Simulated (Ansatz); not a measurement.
Molecule: C$_{3}$H$_{9}$Si (charge 0, doublet). It need not be the lowest isomer of its formula. 
Geometry from a B3LYP-D3(BJ)/def2-TZVP (Ansatz, a first-principles code) optimisation:
SMILES: C[Si](C)C
```xyz
13

Si     0.0955    -0.0336     0.4187
C      1.6593    -0.3421    -0.5896
C     -1.2169    -1.3179    -0.0122
C     -0.5612     1.7019     0.0807
H      2.4368     0.3857    -0.3516
H      2.0623    -1.3393    -0.4047
H      1.4404    -0.2616    -1.6603
H     -0.8616    -2.3313     0.1823
H     -1.4762    -1.2512    -1.0748
H     -2.1300    -1.1637     0.5652
H     -0.8113     1.8111    -0.9805
H     -1.4635     1.9062     0.6597
H      0.1795     2.4637     0.3299
```
Charge 0, spin multiplicity 2.

Basis-set convergence of Hartree-Fock and CCSD(T) correlation energies (hartree) with Ansatz. Valence correlation only, unless marked. Open shells are spin-unrestricted. No spin-orbit coupling. No relativistic terms.

```csv
basis,functions,E(HF),"E(corr, CCSD(T))"
aug-cc-pV(D+d)Z,182,-407.77974,-0.62940
aug-cc-pV(T+d)Z,400,?,?
```

Q: What belongs in the gaps?

A: 
- aug-cc-pV(T+d)Z, E(HF): -407.82588
- aug-cc-pV(T+d)Z, E(corr, CCSD(T)): -0.73553
